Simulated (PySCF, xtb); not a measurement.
C4H4Se, SMILES c1cc[se]c1.

Harmonic wavenumbers (cm⁻¹) from GFN2-xTB run with xtb at its own minimum, in rising order: 354, 442, 507, 617, 722, 728, 736, 799, 829, 857, 1044, 1077, 1089, 1197, 1321, 1432, 1532, 3102, 3108, 3118, 3121.

**Question.** What does r2SCAN-D4/def2-SVP in PySCF give at its own minimum? (Estimate from the structure and the level; the computed values follow.)

**Answer.** 409, 469, 561, 641, 676, 702, 783, 832, 875, 919, 1040, 1080, 1084, 1246, 1368, 1486, 1561, 3194, 3207, 3250, 3252. Paired by order, the mean absolute difference is 51 cm⁻¹ and the zero-point energies are 39.6 and 40.9 kcal/mol.
